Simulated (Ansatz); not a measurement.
`[SnH3][CH]1C[SiH2]1`, relaxed with RKS PBE0-D4/def2-TZVP in Ansatz from a PBE-D4/def2-SVP geometry. The force threshold is 0.005 eV/Å; the program also tests the step.

Charge 0, multiplicity 1. Sn: def2 effective core potential.

Start:

```xyz
12

Sn    1.871   -0.344   -0.288
C    -0.107    0.504   -0.422
C    -1.344   -0.425   -0.488
Si   -1.230    0.598    1.080
H     2.995    0.845    0.279
H     2.384   -0.949   -1.828
H     1.791   -1.662    0.830
H    -0.133    1.380   -1.097
H    -2.118   -0.165   -1.230
H    -1.179   -1.516   -0.425
H    -0.803   -0.050    2.358
H    -2.126    1.784    1.232
```

Question: By how much does the energy fall, and how many steps does the optimiser take? (Estimate.)

Answer: Computed: 5.58 kJ/mol, in 6 steps.

Question: Which bonds change most? (An estimate is asked.)

Answer: Ansatz gave: Sn1–C2 from 2.157 to 2.122 Å; C2–Si4 from 1.878 to 1.846 Å; C3–Si4 from 1.876 to 1.845 Å; Sn1–H5 from 1.731 to 1.708 Å.

Question: Give the relaxed structure. (Estimate.)

Answer: The calculation gave: 
```xyz
12

Sn    1.844   -0.341   -0.284
C    -0.096    0.511   -0.401
C    -1.331   -0.421   -0.478
Si   -1.221    0.591    1.060
H     2.971    0.823    0.257
H     2.338   -0.943   -1.809
H     1.775   -1.639    0.827
H    -0.135    1.365   -1.074
H    -2.077   -0.167   -1.226
H    -1.150   -1.491   -0.424
H    -0.804   -0.045    2.329
H    -2.115    1.757    1.222
```
